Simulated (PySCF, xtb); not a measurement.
Sn(H)2(NH2)(NMe2) (C2H10N2Sn), SMILES C[N](C)[SnH2][NH2].

GFN2-xTB (xtb 6.7.1) at its own geometry gives an orbital gap of 3.65 eV and a dipole moment of 2.05 D.

Geometry: r2SCAN-D4/def2-SVP. The def2 effective core potentials stand for the cores of Sn; spin–orbit coupling is left out. One conformer was computed; it need not be the lowest.

What does PBE/def2-TZVP in PySCF give? (An estimate is asked for; the answer gives what the named calculation found.)

gap 3.76 eV (levels -4.62 and -0.86 eV), dipole 1.05 D.
